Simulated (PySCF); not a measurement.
H$_{2}$Be, charge -1, doublet, at the geometry of the source list (a state made from the parent by changing its charge; the spin is typed, not shown lowest) (in this run its highest filled SCF level lies above zero, so its values depend strongly on the basis, on diffuse functions most of all), with bond 3-1 at 1.8 times its length; B3LYP/cc-pVDZ in PySCF.

PySCF was given this input:
```python
from pyscf import gto, scf, dft

mol = gto.Mole()
mol.atom = '''
    Be    0.00000000    0.00000000    0.00000000
    H     0.53390000   -0.70850000    0.92260000
    H    -0.96102000    1.27530000   -1.66068000
'''
mol.basis = 'cc-pvdz'
mol.charge = -1
mol.spin = 1
mol.verbose = 4
mol.build()

mf = dft.UKS(mol)
mf.xc = 'b3lyp'
mf.kernel()
mo_i, mo_e, stable_i, stable_e = mf.stability(internal=True, external=False, return_status=True, nroots=6, tol=1e-6)
print('internally stable:', stable_i, ' externally stable:', stable_e)
if not stable_i:
    umf = mf.copy()
    umf.scf_summary = {}
    umf.kernel(umf.make_rdm1(mo_i, mf.mo_occ))
```

Predict the main parts of the log of this PySCF run.


```
PySCF version 2.14.0

[INPUT] verbose = 4
[INPUT] num. atoms = 3
[INPUT] num. electrons = 7
[INPUT] charge = -1
[INPUT] spin (= nelec alpha-beta = 2S) = 1
[INPUT] symmetry False subgroup None
[INPUT] Mole.unit = angstrom
[INPUT] Symbol           X                Y                Z      unit          X                Y                Z       unit  Magmom
[INPUT]  1 Be     0.000000000000   0.000000000000   0.000000000000 AA    0.000000000000   0.000000000000   0.000000000000 Bohr   0.0
[INPUT]  2 H      0.533900000000  -0.708500000000   0.922600000000 AA    1.008924777905  -1.338870959254   1.743461322524 Bohr   0.0
[INPUT]  3 H     -0.961020000000   1.275300000000  -1.660680000000 AA   -1.816064600230   2.409967726658  -3.138230380543 Bohr   0.0

nuclear repulsion = 2.72019499890141
number of shells = 11
number of NR pGTOs = 40
number of NR cGTOs = 24
basis = cc-pvdz
ecp = {}

******** <class 'pyscf.dft.uks.UKS'> ********
method = UKS
initial guess = minao
damping factor = 0
level_shift factor = 0
DIIS = <class 'pyscf.scf.diis.CDIIS'>
diis_start_cycle = 1
diis_space = 8
diis_damp = 0
SCF conv_tol = 1e-09
SCF conv_tol_grad = None
SCF max_cycles = 50
direct_scf = True
direct_scf_tol = 1e-13
number electrons alpha = 4  beta = 3
XC library pyscf.dft.libxc version 7.1.2
    S. Lehtola, C. Steigemann, M. J. T. Oliveira, and M. A. L. Marques,  SoftwareX 7, 1–5 (2018)
XC functionals = b3lyp
    P. J. Stephens, F. J. Devlin, C. F. Chabalowski, and M. J. Frisch,  J. Phys. Chem. 98, 11623 (1994)
radial grids:
    Treutler-Ahlrichs [JCP 102, 346 (1995); DOI:10.1063/1.469408] (M4) radial grids

becke partition: Becke, JCP 88, 2547 (1988); DOI:10.1063/1.454033
pruning grids: <function nwchem_prune>
grids dens level: 3
symmetrized grids: False
atomic radii adjust function: <function treutler_atomic_radii_adjust>
small_rho_cutoff = 0
Set gradient conv threshold to 3.16228e-05
tot grids = 33344
init E= -15.6600192361349

cycle= 1 E= -15.7571946676464  delta_E= -0.0972  |g|= 0.151  |ddm|= 1.32
cycle= 2 E= -15.7301337986924  delta_E= 0.0271  |g|= 0.193  |ddm|= 1.56
cycle= 3 E= -15.8062086993207  delta_E= -0.0761  |g|= 0.0438  |ddm|= 0.465
cycle= 4 E= -15.8086187073505  delta_E= -0.00241  |g|= 0.0258  |ddm|= 0.138
cycle= 5 E= -15.8098606297513  delta_E= -0.00124  |g|= 0.0062  |ddm|= 0.0517
cycle= 6 E= -15.8099858770073  delta_E= -0.000125  |g|= 0.00208  |ddm|= 0.0219
cycle= 7 E= -15.8100176136782  delta_E= -3.17e-05  |g|= 0.00128  |ddm|= 0.0122
cycle= 8 E= -15.8100297485111  delta_E= -1.21e-05  |g|= 0.000557  |ddm|= 0.00912
cycle= 9 E= -15.810032097917  delta_E= -2.35e-06  |g|= 0.00013  |ddm|= 0.00525
cycle= 10 E= -15.8100321722854  delta_E= -7.44e-08  |g|= 9.65e-06  |ddm|= 0.000966
cycle= 11 E= -15.8100321725551  delta_E= -2.7e-10  |g|= 2.19e-06  |ddm|= 4.49e-05
Extra cycle  E= -15.8100321725992  delta_E= -4.41e-11  |g|= 1.37e-06  |ddm|= 1.67e-05
converged SCF energy = -15.8100321725992  <S^2> = 0.76870141  2S+1 = 2.0186148
uhf_internal: lowest eigs of H = [1.21573779e-04 6.13923553e-02 1.21714656e-01 2.57231804e-01
 2.59484910e-01 3.23617260e-01]
<class 'pyscf.dft.uks.UKS'> wavefunction is stable in the internal stability analysis
internally stable: True  externally stable: None
```
